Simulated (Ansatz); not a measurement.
Reaction (redistribution): `BCBC` + `F[SiH2]O[SiH2][SiH3]` → `CBO[SiH2][SiH3]` + `BC[SiH2]F`

Program: Ansatz. Geometries: PBE0-D4/def2-TZVP. ΔE: electronic, gas phase. CBS: MP2 limit from def2 TZ/QZ plus the TZ coupled-cluster correction, frozen cores. DFT in def2-TZVPP. B3LYP here is the variant with VWN-RPA as its local correlation; programs differ in this. One conformer a species, not always the lowest.

`BCBC`:

Cartesian coordinates in Å:
```
B -0.810 -0.233 -1.571
C -0.383 -1.066 -0.338
B -0.210 -0.064 0.855
C 0.991 0.920 0.969
H -0.027 0.505 -2.098
H -1.928 -0.279 -1.999
H -1.068 -1.882 -0.106
H 0.636 -1.428 -0.547
H -1.050 -0.042 1.715
H 1.717 0.871 0.156
H 1.513 0.749 1.919
H 0.619 1.950 1.044
```

`F[SiH2]O[SiH2][SiH3]`:

Cartesian coordinates in Å:
```
F 1.623 -2.205 1.237
Si 0.110 -1.717 1.354
O 0.057 -0.101 1.340
Si 0.184 1.268 0.431
Si -0.357 0.851 -1.814
H -0.420 -2.199 2.644
H -0.613 -2.265 0.183
H 1.573 1.788 0.535
H -0.741 2.277 1.009
H -1.760 0.372 -1.939
H -0.207 2.111 -2.591
H 0.551 -0.180 -2.387
```

`CBO[SiH2][SiH3]`:

Z-matrix (Å, degrees):
```
C
B 1 1.565
H 1 1.097 2 109.1
H 1 1.093 2 115.6 3 -122.0
H 1 1.095 2 110.0 3 114.9
O 2 1.356 1 123.7 3 118.0
H 2 1.203 1 120.5 3 -61.4
Si 6 1.659 2 133.9 1 0.6
Si 8 2.344 6 111.1 2 -72.5
H 8 1.490 6 110.3 2 49.9
H 8 1.485 6 106.4 2 167.1
H 9 1.487 8 110.6 6 -57.8
H 9 1.489 8 109.4 6 -177.7
H 9 1.488 8 110.5 6 62.6
```

`BC[SiH2]F`:

```xyz
10

B    -0.233   -1.354   -0.790
C     0.343    0.067   -0.680
Si   -0.072    0.846    0.969
F     0.556    2.320    0.985
H    -1.340   -1.534   -1.209
H     0.396   -2.299   -0.410
H    -0.080    0.769   -1.408
H     1.437    0.101   -0.711
H     0.530    0.096    2.097
H    -1.536    0.987    1.157
```

(1) Is it downhill or uphill in electronic energy at CCSD(T)/CBS, and by how much? (Best estimate.)

(2) What do these levels give: PBE-D4, r2SCAN-D4, B3LYP-D4, ωB97X-V, ωB97M-V, HF/def2-TZVPP, MP2/def2-TZVPP, SCS-MP2/def2-TZVPP, CCSD(T)/def2-TZVPP, HF/def2-QZVPP, MP2/CBS(def2), CCSD/CBS(def2)? (Best estimate.)

Largest T1 diagnostic among the species: 0.013.

Answers

(1) The calculation gave: Downhill: ΔE = -0.09 eV.

(2) The calculation gave: PBE-D4 -0.18, r2SCAN-D4 -0.11, B3LYP-D4 -0.12, ωB97X-V -0.11, ωB97M-V -0.12, HF/def2-TZVPP -0.01, MP2/def2-TZVPP -0.09, SCS-MP2/def2-TZVPP -0.08, CCSD(T)/def2-TZVPP -0.11, HF/def2-QZVPP 0.00, MP2/CBS(def2) -0.07, CCSD/CBS(def2) -0.07 eV.

In def2-TZVPP, CCSD(T) changes the Hartree–Fock value by −0.09 eV (the triples alone add −0.02 eV) and MP2 by −0.08 eV. From PBE to PBE0 (25 % exact exchange), in def2-TZVPP and without D4, ΔE moves by +0.04 eV.
